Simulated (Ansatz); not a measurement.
The first iterations of a band of C2H6BBr (10 atoms, charge 0, multiplicity 1).

Computed with RKS PBE-D4/def2-SVP in Ansatz.

```yaml
movable_images: 6
climbing_image: no
spring: 5.0 eV/Å²
optimiser: quadratic models (default)
start_path: through a guess of the saddle point
force_threshold: 0.03 eV/Å
iteration_limit: 60
end_points: relaxed
```

Initial state:

```xyz
10
Properties=species:S:1:pos:R:3
C -0.984 0.458 -0.841
B -0.193 -0.549 0.069
C 0.943 -0.079 1.053
Br 2.210 -0.574 -0.412
H -1.246 0.040 -1.834
H -1.958 0.635 -0.326
H -0.502 1.448 -0.974
H -0.497 -1.730 0.101
H 1.094 0.999 1.244
H 1.217 -0.700 1.923
```

Final state:

```xyz
10
Properties=species:S:1:pos:R:3
C -0.983 0.457 -0.841
B -0.193 -0.550 0.069
C 0.942 -0.078 1.053
Br 2.208 -0.576 -0.413
H -1.251 0.039 -1.832
H -0.497 1.444 -0.979
H -1.954 0.641 -0.321
H -0.495 -1.731 0.101
H 1.093 1.000 1.243
H 1.216 -0.699 1.923
```

| iteration | highest image above the first end (eV) | largest band force component (eV/Å) |
| --- | --- | --- |
| 1 | 13.085 | 43.506 |
| 2 | 5.030 | 7.292 |
| 3 | 3.986 | 5.262 |
| 4 | 2.918 | 2.118 |
| 5 | 3.358 | 2.229 |

Does the band converge within its limit, and where does its top end?

It converged. It ended after 16 iterations with the highest image 2.234 eV above the first end. Neighbouring images differ by up to 1.7 eV, so the band resolves the path poorly. No image climbed, so the highest image needn't sit at the top of the path.

Run time: 110 s on 2 threads of Intel(R) Xeon(R) Platinum 8488C (Sapphire Rapids), on a shared host, peak memory 0.16 GiB.
